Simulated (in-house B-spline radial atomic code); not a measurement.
Configurations of Cu, with energies counted from [Ar] 3d10 4s1. All numbers are computed (non-relativistic B97-1, spin-polarised, spherical fractional occupations, exact exchange averaged over the configuration; point nucleus) with a B-spline radial code for spherical atoms, not measured. Shells without spins written out take the highest spin.

Occupations are held fixed; configurations that lie above the ionisation limit could autoionise.

| configuration | E - E(ref) (eV) | highest orbital | its <r> (bohr) |
| --- | --- | --- | --- |
| [Ar] 3d10 5s1 | 5.0214 | 5s up | 8.343 |
| [Ar] 3d10 5p1 | 5.7667 | 5p up | 11.07 |
| [Ar] 3d10 5d1 | 6.6066 | 5d up | 19.73 |
| [Ar] 3d9 4s1 4d1 | 9.1648 | 4d up | 9.931 |

(1) Order these further configurations by energy, lowest first.
A. [Ne] 3s2 3p5 3d10 4s2
B. [Ne] 3s2 3p5 3d10 4s1 4f1
C. [Ar] 3d10 4p1
D. [Ne] 3s2 3p5 3d10 4s1 4d1
E. [Ne] 3s2 3p5 3d10 4s1 5p1

Answers

(1) C (3.8267 eV), A (70.095 eV), E (77.24 eV), D (77.545 eV), B (78.259 eV).
